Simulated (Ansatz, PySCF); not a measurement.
System: sum formula H4SiNO3 (charge 0, doublet). It need not be the lowest isomer of its formula. 
Geometry from a B3LYP-D3(BJ)/def2-TZVP (Ansatz, a first-principles code) optimisation:
SMILES: N[Si]([O])(O)O
```xyz
9

Si     0.0562     0.0601    -0.0297
O      1.3025    -0.6478    -0.7737
O      0.4121     0.7716     1.4024
O     -0.7908     1.1283    -0.9223
N     -0.9093    -1.3613     0.1815
H      1.2487     0.5371     1.8117
H     -1.0281     1.9616    -0.5087
H     -1.4290    -1.7261    -0.6046
H     -0.6028    -2.1016     0.7960
```
Charge 0, spin multiplicity 2.

Dipole moments at this geometry, in debye (magnitudes).

| level | program | dipole (D) |
|---|---|---|
| SVWN5/def2-TZVPD | Ansatz | 2.96 |
| PBE/def2-TZVPD | Ansatz | 2.79 |
| revPBE/def2-TZVPD | Ansatz | 2.75 |
| r2SCAN/def2-TZVPD | PySCF | 2.54 |
| B97M-V/def2-TZVPD | Ansatz | 2.36 |
| M06-2X/def2-TZVPD | PySCF | 1.88 |
| HSE06/def2-TZVPD | Ansatz | 2.29 |
| LC-wPBE/def2-TZVPD | Ansatz | 1.87 |
| wB97M-V/def2-TZVPD | Ansatz | 2.00 |
| CCSD(T)/aug-cc-pV(D+d)Z | Ansatz | (withheld) |

Problem. Fill in the missing entries.

Solution. 
- CCSD(T)/aug-cc-pV(D+d)Z, dipole (D): 1.97
